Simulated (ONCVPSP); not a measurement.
# Scattering properties, ONCV potential for boron (B)

ONCVPSP 4.0.1 input, shortened (lines: element, Z, core and valence counts, functional; n l f; lmax; l rc ep ncon nbas qcut; lloc lpopt rc5 dvloc0; l nproj debl; icmod fcfact rcfact), PBEsol, scalar-relativistic:

```
  B 5.00    1    1  -116133      upf
    1    0    2.00
    2    0    1.50
    2
    0    1.60    0.00    3    6    3.70
    1    1.70    0.18    4    8    4.90
    2    1.65    0.17    4    8    6.60
    4    5    1.05    4.00
    0    1    2.70
    1    1    1.10
    2    2    0.50
    1    0.75    0.00
```

In the p channel the program set the typed energies aside and used 0.050 Ha.

The phase is arctan(r·R′/R) of the radial function R(r), unwrapped; energies in Ha, scanned from -2 to 5 Ha. A pole is an energy at which the radial function vanishes at the test radius. The pseudo phase is shifted by a multiple of π to meet the all-electron one at the reference energy, and phase errors are pseudo minus all-electron; the curves can meet again beyond the range given. Levels narrower than the energy grid can be missing from the lists of poles.

```json
{"channel": "s", "radius (bohr)": "1.63", "reference energy (Ha)": "-0.93", "poles, all-electron": "0.82", "poles, pseudo": "0.67", "unbroken range about the reference energy with phases within 0.05 rad": "below 1.2", "phase error 1 Ha above the reference energy (rad)": "-0.010"}
{"channel": "p", "radius (bohr)": "1.73", "reference energy (Ha)": "0.05", "poles, all-electron": "0.29", "poles, pseudo": "0.30", "unbroken range about the reference energy with phases within 0.05 rad": "below 1.4", "phase error 1 Ha above the reference energy (rad)": "+0.017"}
{"channel": "d", "radius (bohr)": "1.68", "reference energy (Ha)": "0.17", "poles, all-electron": "3.40", "poles, pseudo": "3.40", "unbroken range about the reference energy with phases within 0.05 rad": "the whole range", "phase error 1 Ha above the reference energy (rad)": "+0.000"}
```

Phases in the p channel:

| E (Ha) | all-electron | pseudo |
| --- | --- | --- |
| -1.98 | 0.900 | 0.913 |
| -1.62 | 0.636 | 0.660 |
| -1.26 | 0.080 | 0.121 |
| -0.90 | -0.694 | -0.666 |
| -0.54 | -1.161 | -1.155 |
| -0.18 | -1.393 | -1.393 |
| 0.18 | -1.534 | -1.534 |
| 0.54 | -1.642 | -1.639 |
| 0.90 | -1.747 | -1.736 |
| 1.26 | -1.877 | -1.846 |
| 1.62 | -2.084 | -1.999 |
| 1.98 | -2.521 | -2.260 |
| 2.34 | -3.369 | -2.777 |
| 2.70 | -4.006 | -3.519 |
| 3.06 | -4.283 | -4.007 |
| 3.42 | -4.422 | -4.247 |
| 3.78 | -4.506 | -4.378 |
| 4.14 | -4.563 | -4.461 |
| 4.50 | -4.606 | -4.518 |
| 4.86 | -4.640 | -4.560 |
